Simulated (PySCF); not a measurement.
Vertical excitations of a molecule C3H3BO2 from PySCF with TDDFT-LC-ωPBE/def2-SVPD, as energy in eV (oscillator strength): 2.87 (0.000), 5.03 (0.000), 5.84 (0.055), 6.30 (0.001), 6.75 (0.000), 7.45 (0.000), 7.45 (0.025), 7.65 (0.069), 7.95 (0.131), 8.01 (0.000). Lowest triplet (TDA): 2.13 eV. Geometry optimised at PBE0-D3(BJ)/def2-SVP. Other conformers were not sampled.

### Question
Identify the compound among the candidates.
A. O=CB1C=CO1
B. C#CB(O)C=O
C. C#CB1OCO1

### Answer
B, C#CB(O)C=O
